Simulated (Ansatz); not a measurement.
## Ansatz (development build ahead of 0.2.0) run

```yaml
crystal:
  periodic: [false, false, false]
  atoms:
    - { symbol: Cu, position_ang: [0.0, 0.0, 0.0] }
    - { symbol: F, position_ang: [0.0, 0.0, 1.7388] }
basis:
  gaussian: { orbitals: pcseg-2 }
magnetization:
  spin_polarized: true
hamiltonian:
  xc: { name: wB97X }
```

The input is written out in the form of the current development build from the run's settings.

Results

| Item | Value |
| --- | --- |
| Converged | yes |
| Total energy | -1740.46254 hartree |
| Spin squared of the determinant | 0.000 |
| Stability test | minimum |
